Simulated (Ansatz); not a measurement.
## Pulling the pair apart

The pair of H$_{2}$O (SMILES O, atoms 1–3) and Br$_{2}$ (SMILES BrBr, atoms 4–5), both closed shells, in one local arrangement (a lower one may exist), relaxed at PBE0-D4/def2-TZVP:

| atom | x (Å) | y (Å) | z (Å) |
| --- | --- | --- | --- |
| O1 | -0.0651 | 0.0976 | -1.6603 |
| H2 | -0.4559 | 0.6724 | -0.9977 |
| H3 | 0.3946 | -0.5751 | -1.1525 |
| Br4 | 0.6092 | -1.0971 | 1.8406 |
| Br5 | -0.4828 | 0.9021 | 1.9699 |

Br$_{2}$ is shifted rigidly along the line between the mean atom positions of the two fragments (negative: closer). Counterpoise interaction energies in kJ/mol. Program: Ansatz 0.2.0. Basis: def2-TZVPPD. Cores are frozen in the correlated methods. Filled d shells of the heavier atoms are correlated. The def2 sets are not built for correlating such inner shells, so the correlated values are less sure here. B3LYP uses VWN-RPA correlation.

```json
{"shift (Å)": "-0.30", "wB97M-V": "-3.2", "HF": "9.5", "B3LYP-D4": "-2.9"}
{"shift (Å)": "-0.15", "wB97M-V": "-5.1", "HF": "4.8", "B3LYP-D4": "-5.0"}
{"shift (Å)": "0.00", "wB97M-V": "-5.6", "HF": "2.1", "B3LYP-D4": "-5.7"}
{"shift (Å)": "0.15", "wB97M-V": "-5.5", "HF": "0.5", "B3LYP-D4": "-5.7"}
{"shift (Å)": "0.36", "wB97M-V": "-4.8", "HF": "-0.6", "B3LYP-D4": "-5.0"}
{"shift (Å)": "0.74", "wB97M-V": "-3.3", "HF": "-1.1", "B3LYP-D4": "-3.4"}
{"shift (Å)": "1.49", "wB97M-V": "-1.6", "HF": "-0.8", "B3LYP-D4": "-1.4"}
{"shift (Å)": "2.98", "wB97M-V": "-0.5", "HF": "-0.3", "B3LYP-D4": "-0.4"}
```

**Question.** What does CCSD(T) give at these shifts? (Judge from chemistry; the value comes from the calculation.)

**Answer.** By the calculation: -0.6, -3.1, -4.1, -4.4, -4.1, -3.1, -1.5, -0.4 kJ/mol. For zero shift, CCSD(T) at an estimated basis limit (MP2 extrapolated from triple and quadruple zeta, plus CCSD(T) − MP2 in triple zeta) gives -5.9 kJ/mol. These are counterpoise interaction energies, counted from the two frozen fragments.

T1 diagnostic: at most 0.008.

For scale, one of the runs: CCSD(T)/def2-TZVPPD, 188 basis functions, launched by `ansatz run in.yaml --threads 4 --pin off --events-out ev --progress --plain --max-ram 9574MiB`. Time: 57 s of wall clock on 4 CPU threads of an Intel Xeon Platinum 8259CL; the host was shared. Peak host memory: 2.2 GiB.
